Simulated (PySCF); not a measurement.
Cl2H2OSSi. Atoms are numbered in the order given.

```xyz
7

O      0.5475    -1.4063    -1.1718
Si     0.0802    -0.1999    -0.1607
S      1.6597     1.1813     0.0431
Cl    -1.6448     0.6352    -0.9143
Cl    -0.3385    -0.8827     1.7242
H     -0.1468    -1.9642    -1.5393
H      1.8041     1.3190    -1.2948
```

Geometry optimised at PBE0-D3(BJ)/def2-SVP. The structure was generated by enumeration, and PubChem lists no compound with its InChIKey, so it may never have been made. The values are those of a single conformer.

Level of theory: PySCF with B3LYP/def2-TZVP.

Gas-phase values at a fixed geometry.

- total energy: -1684.85363 hartree
- highest occupied level: -7.80 eV
- lowest empty level: -0.37 eV
- orbital gap: 7.43 eV
- dipole moment: 1.65 D
- quadrupole, principal values (traceless, Buckingham form, about the centre of nuclear charge): -7.28, 1.75, 5.53 D·Å
- mean static polarisability: 67.4 bohr³ (9.99 Å³)
- polarisability, principal values: 57.4, 70.0, 74.9 bohr³
